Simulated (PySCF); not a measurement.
**Spin-rotation constants: `InChI=1S/C6H8BN3/c1-7-9-5-6(10-7)3-2-4-8/h6,9-10H,5H2,1H3/t6-/m0/s1`**

Geometry:
```csv
atom,x (Å),y (Å),z (Å)
C1,-2.581,1.225,0.549
B2,-1.397,0.276,0.105
N3,-1.170,-1.046,0.520
C4,0.003,-1.633,-0.084
C5,0.598,-0.483,-0.944
C6,1.906,-0.082,-0.460
C7,2.960,0.320,-0.026
C8,4.164,0.743,0.449
N9,5.180,1.100,0.850
N10,-0.363,0.594,-0.801
H11,-2.218,2.023,1.193
H12,-3.349,0.688,1.099
H13,-3.057,1.701,-0.304
H14,-1.696,-1.621,1.152
H15,-0.256,-2.494,-0.715
H16,0.723,-1.972,0.672
H17,0.704,-0.789,-1.998
H18,-0.158,1.458,-1.269
```

Method used: GIAO B97-2/pcSseg-1 magnetisability, rotational g tensor and spin-rotation constants, non-relativistic, gas phase (PySCF). Geometry: GFN2-xTB.

Problem. Give the nuclear spin-rotation constants along the inertial axes (H = +C I·J) beside the isotropic shieldings.

Solution. Rotational constants 3.0767, 0.5920, 0.5477 GHz. A star marks the isotopologue with that one atom substituted, in its own axes.
| atom | isotope | Caa (kHz) | Cbb (kHz) | Ccc (kHz) | mean (kHz) | σ (ppm) |
| --- | --- | --- | --- | --- | --- | --- |
| B2 | 11B | 0.763 | 0.155 | 0.140 | 0.353 | 73.0 |
| N3 | 14N | 0.235 | 0.028 | 0.033 | 0.099 | 187.4 |
| N9 | 14N | 0.135 | 0.126 | 0.119 | 0.127 | -33.3 |
| N10 | 14N | 0.157 | 0.049 | 0.033 | 0.080 | 179.6 |
| H11 | 1H | -0.286 | -0.015 | -0.054 | -0.118 | 31.6 |
| H12 | 1H | -0.130 | -0.063 | -0.037 | -0.077 | 31.6 |
| H13 | 1H | -0.282 | -0.059 | -0.015 | -0.118 | 31.6 |
| H14 | 1H | -0.210 | -0.066 | -0.016 | -0.097 | 29.6 |
| H15 | 1H | -0.270 | 0.011 | -0.044 | -0.101 | 27.8 |
| H16 | 1H | -0.150 | -0.056 | -0.006 | -0.071 | 28.0 |
| H17 | 1H | -0.319 | -0.038 | 0.012 | -0.115 | 27.2 |
| H18 | 1H | -0.364 | -0.018 | -0.032 | -0.138 | 29.5 |
| C1 | 13C* | 0.319 | 0.067 | 0.058 | 0.148 | 191.4 |
| C4 | 13C* | 0.558 | 0.123 | 0.113 | 0.265 | 130.6 |
| C5 | 13C* | 0.577 | 0.102 | 0.111 | 0.264 | 137.3 |
| C6 | 13C* | 0.127 | 0.210 | 0.197 | 0.178 | 96.5 |
| C7 | 13C* | 0.312 | 0.158 | 0.144 | 0.205 | 123.2 |
| C8 | 13C* | 0.175 | 0.228 | 0.215 | 0.206 | 77.6 |

For the geometry as given, no vibrational averaging.
